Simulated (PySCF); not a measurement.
Br2F2Si. Atoms are numbered in the order given.

```xyz
5

F      0.0000     1.3012    -1.6311
Si     0.0000     0.0000    -0.6703
F      0.0000    -1.3012    -1.6311
Br    -1.8237     0.0000     0.5535
Br     1.8237     0.0000     0.5535
```

Geometry: PBE-D3(BJ)/def2-SVP.

Level of theory: PBE-D3(BJ)/def2-SVP in PySCF.

Frequencies are harmonic and unscaled.

Q: Give all harmonic wavenumbers and intensities. (An estimate is asked for; the answer gives what the named calculation found.)

A: 
| mode | ν (cm⁻¹) | IR (km/mol) | moving atoms (share of kinetic energy) |
|---|---|---|---|
| 1 | 109 | 0.1 | Br 73 %, F 18 %, Si 9 % |
| 2 | 169 | 0.0 | F 89 %, Br 11 % |
| 3 | 221 | 5.3 | F 57 %, Si 33 %, Br 10 % |
| 4 | 236 | 12.5 | F 66 %, Br 34 % |
| 5 | 253 | 4.8 | F 63 %, Br 37 % |
| 6 | 395 | 34.0 | F 41 %, Si 39 %, Br 20 % |
| 7 | 540 | 269.3 | Si 85 %, Br 13 % |
| 8 | 867 | 155.5 | F 60 %, Si 40 % |
| 9 | 953 | 111.8 | F 52 %, Si 48 % |
